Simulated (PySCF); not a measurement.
GaF, optimised at PBE/def2-SVP:

```xyz
2

Ga     0.0044    -0.6625     0.6072
F     -0.0044     0.6625    -0.6072
```

Computed with PySCF (xtb for GFN2) and rigid-rotor harmonic-oscillator thermochemistry at 1 bar. 6-31G* has spherical d functions here. All species are closed-shell singlets. B3LYP is the form with VWN-RPA correlation. Ga: all electrons, no relativistic terms.

List the harmonic frequencies (cm⁻¹, unscaled) at this level and at the other levels, each on its own geometry.


- PBE/def2-SVP: 631
- B3LYP/6-31G*: 638
- GFN2-xTB: 414
- HF/6-31G*: 671
- PBE0/def2-TZVP: 618
